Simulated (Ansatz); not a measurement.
The same path of BFH3N + BrH (8 atoms, charge 0, multiplicity 1) was run twice with different band settings. Lost on the way: B1–F2, Br7–H8. Made: B1–Br7, F2–H8.

Theory: RKS PBE/def2-SVP (Ansatz 0.2.0).

Relaxed end points:

```xyz
8
Properties=species:S:1:pos:R:3
B 0.101 -0.160 -0.285
F 0.099 -0.130 1.078
N 1.312 -0.347 -0.952
H 2.205 -0.452 -0.468
H 1.375 -0.371 -1.969
H -0.954 -0.030 -0.872
Br -0.023 3.091 2.218
H -0.046 1.682 1.911
```

```xyz
8
Properties=species:S:1:pos:R:3
B 0.077 0.593 -0.441
F 0.088 -0.162 2.316
N 1.258 0.048 -0.925
H 1.286 -0.881 -1.348
H 2.169 0.498 -0.830
H -1.001 0.064 -0.559
Br 0.135 2.376 0.386
H 0.058 0.747 2.064
```

Common settings: movable images 9; climbing image yes; spring 5.0 eV/Å²; optimiser quadratic models (default); start path through a guess of the saddle point; force threshold 0.05 eV/Å; end points relaxed.

| run | iteration limit |
| --- | --- |
| 1 | 60 |
| 2 | 6 |

**Question.** What does each run give, and how far can it be trusted?

**Answer.** Run 1: converged after 15 iterations, highest image 1.599 eV above the first end. A vibrational analysis at the climbing image gives one clearly imaginary mode, 450i cm⁻¹: a first-order saddle point.
Run 2: not converged after 6 iterations, highest image 1.635 eV above the first end. The band didn't meet its force threshold, so its energies are provisional: the largest band force was still 0.65 eV/Å, and over the last iterations the top stayed at 1.64 eV.
The orbitals stay closed-shell, which can raise the energy where a bond breaks towards radicals; this wasn't checked here.
